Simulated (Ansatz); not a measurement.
`C=[CH][SnH2][Br]` + `B[SiH2]F` → `C=[CH][SnH2][F]` + `B[SiH2]Br`  (redistribution)

Isolated molecules relaxed with PBE0-D4/def2-TZVP in Ansatz; ΔE leaves out vibrations. CCSD(T)/CBS adds triple-zeta CCSD(T) − MP2 to the extrapolated MP2 energy (def2 sets, frozen cores). DFT in def2-TZVPP. B3LYP here is the variant with VWN-RPA as its local correlation; programs differ in this. def2 core potentials past Kr. For Br, Sn outer-core shells are correlated without core-valence functions, which leaves a few kJ/mol of doubt a bond. Scalar relativity is left out up to krypton. One conformer a species, not always the lowest.

`C=[CH][SnH2][Br]`:

Cartesian coordinates in Å:
```
C -0.271 -1.560 0.431
C -0.552 -0.610 -0.451
Sn 0.266 1.339 -0.325
Br 1.709 1.314 1.702
H 0.398 -1.389 1.270
H -0.701 -2.555 0.349
H -1.227 -0.824 -1.277
H 1.284 1.734 -1.634
H -0.905 2.551 -0.066
```

`B[SiH2]F`:

Cartesian coordinates in Å:
```
B -0.627 -1.026 0.065
Si 0.416 0.677 -0.042
F 1.900 0.563 0.563
H -0.203 -2.042 0.527
H -1.745 -1.029 -0.360
H -0.288 1.754 0.711
H 0.547 1.103 -1.464
```

`C=[CH][SnH2][F]`:

Cartesian coordinates in Å:
```
C -0.923 -0.263 -1.372
C -0.083 -0.733 -0.457
Sn 0.546 0.450 1.175
F 2.447 0.697 0.953
H -1.252 -0.869 -2.213
H -1.321 0.747 -1.333
H 0.289 -1.751 -0.545
H -0.126 2.015 1.090
H 0.422 -0.292 2.703
```

`B[SiH2]Br`:

```xyz
7

B     0.676    0.729    0.754
Si   -0.300   -0.464   -0.527
Br   -2.464   -0.713   -0.043
H     0.152    1.269    1.680
H     1.845    0.907    0.575
H     0.309   -1.821   -0.534
H    -0.217    0.092   -1.905
```

```csv
level,ΔE (kcal/mol)
revPBE-D4,17.3
BLYP-D4,19.1
BHLYP-D4,22.2
revPBE,17.0
B3LYP,20.0
CCSD/def2-TZVPP,21.2
CCSD(T)/def2-TZVPP,20.8
HF/def2-QZVPP,22.7
```

What does CCSD(T)/CBS give? (An estimate is asked.)

Ansatz gave: +21.0 kcal/mol. The listed levels differ from it by -3.7, -1.9, 1.2, -4.0, -1.0, 0.2, -0.2, 1.7 kcal/mol.

What do rigid-rotor, harmonic-oscillator terms from PBE0-D4/def2-TZVP frequencies (298.15 K, 1 bar) make of the CCSD(T)/CBS value? (Best estimate.)

Computed: ΔZPE = -0.4 kcal/mol, ΔH = +20.6 kcal/mol, ΔS = 10 J/(mol·K), ΔG = +19.9 kcal/mol.

Largest T1 diagnostic among the species: 0.013.

From BLYP to BHLYP (50 % exact exchange), in def2-TZVPP and without D4, ΔE moves by +3.0 kcal/mol. At CCSD(T), def2-SVP lies −1.6 kcal/mol from the extrapolated value and def2-TZVPP −0.2 kcal/mol. Leaving LDA and LC-ωPBE aside and taking each functional with its dispersion term where it has one, the values spread over 4.9 kcal/mol, from revPBE-D4 to BHLYP-D4. LDA lies +2.2 kcal/mol from PBE without D4.
